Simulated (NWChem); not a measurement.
# Total energies of CNO

SMILES: [N]=C=O
```xyz
3

N      0.0000     0.0000     1.2646
C      0.0000     0.0000     0.0391
O      0.0000     0.0000    -1.1358
```
Charge 0, spin multiplicity 2.

The numbers come from NWChem runs, not from measurements. All single points use one geometry, from UPBE0/def2-SVP, a minimum by its harmonic frequencies.

Basis set: 6-311G** (54 functions).

```csv
method,total energy (Ha)
UHF,-167.17031
UMP2,-167.61512
UB2PLYP,-167.90910
UPBE,-167.87113
UB3LYP,-168.04998
UBLYP,-168.03344
```

Total energies of different functionals aren't comparable as a measure of quality: only differences taken within one method are. 

The correlated methods keep 3 core orbitals frozen. B3LYP has NWChem's definition, with VWN1-RPA local correlation. The Pople sets run with spherical d functions. The structure started from a generated list of species. The unpaired electrons of the parent sit in orbitals of symmetry b2 (C2v labels of the run); other states weren't searched. The stability of the SCF solutions was not checked. Open-shell Hartree-Fock references start from PBE0 orbitals.
